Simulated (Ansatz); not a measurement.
Ansatz (a quantum-chemistry and plane-wave program) input (CCSD(T)/def2-TZVPP):

Ansatz 0.2 input:
```yaml
crystal:
  periodic: [false, false, false]
  atoms:
    - {symbol: W, position_ang: [0.00000000, -0.00000000, 0.00000000]}
    - {symbol: F, position_ang: [1.81594034, -0.35520853, -0.31973616]}
    - {symbol: F, position_ang: [-0.78499781, -0.51394131, 1.62655661]}
    - {symbol: F, position_ang: [-1.03094253, 0.86914984, -1.30682045]}
basis:
  gaussian:
    orbitals: def2-TZVPP
magnetization: {spin_polarized: true, initial_magnetization: 3}
correlation: {method: ccsd_t, electrons: outside_noble_gas}
```

End of the output:

```
integrals: 0.56 GiB planned
1006 factors; integrals over basis functions are off by at most 1.3e-3 eV
mean field: 0.53 GiB planned
mean field evaluation 1: about -9926.4117 eV, gradient 3.7e1 eV
mean field evaluation 2: about -9926.4328 eV, gradient 3.7e1 eV
mean field evaluation 4: about -9931.8710 eV, gradient 3.6e0 eV
mean field evaluation 8: about -9932.1122 eV, gradient 2.8e-1 eV
mean field evaluation 16: about -9928.2117 eV, gradient 7.2e0 eV
mean field evaluation 32: about -9926.0760 eV, gradient 1.0e1 eV
mean field evaluation 64: about -9929.6532 eV, gradient 1.1e-3 eV
mean field evaluation 96: about -9923.5006 eV, gradient 4.4e0 eV
mean field evaluation 128: about -9922.9890 eV, gradient 6.1e-4 eV
mean field -9932.11313790 eV, -364.9984255897 hartree, gradient 2.7e-6 eV, S^2 3.760209; 3 other end points of the search recorded, 0 dependent functions left out
determinant -9932.11313790 eV, -364.9984255897 hartree, with singles and doubles -9956.41577646 eV, -365.8915310838 hartree
determinant -9929.67120402 eV, -364.9086861748 hartree, with singles and doubles -9953.97767515 eV, -365.8019325133 hartree
determinant -9929.65321186 eV, -364.9080249753 hartree, with singles and doubles -9953.96850097 eV, -365.8015953685 hartree
7 core orbitals not correlated
reference -9932.11313790 eV, -364.9984255897 hartree; 15, 12 occupied and 127, 130 virtual orbitals, 1006 factors
second order -24.49948629 eV of doubles, -0.00000000 eV of singles
coupled cluster: 1.64 GiB planned
cycle   1  -24.30123725 eV  change    -2.7e0 eV  update   3.0e-2
cycle   2  -24.36577586 eV  change   -6.5e-2 eV  update   8.4e-3
cycle   3  -24.36442860 eV  change    1.3e-3 eV  update   5.3e-3
cycle   4  -24.36899320 eV  change   -4.6e-3 eV  update   1.8e-3
cycle   5  -24.36834885 eV  change    6.4e-4 eV  update   8.2e-4
cycle   6  -24.36933943 eV  change   -9.9e-4 eV  update   2.9e-4
cycle   7  -24.36944559 eV  change   -1.1e-4 eV  update   1.2e-4
cycle   8  -24.36943079 eV  change    1.5e-5 eV  update   3.9e-5
cycle   9  -24.36940421 eV  change    2.7e-5 eV  update   1.4e-5
perturbative correction -0.85388539 eV, -0.0313797093 hartree
Total energy: -9957.33642750 eV, -365.9253643856 hartree
```

The spin state was set by rule; other spins were not relaxed.
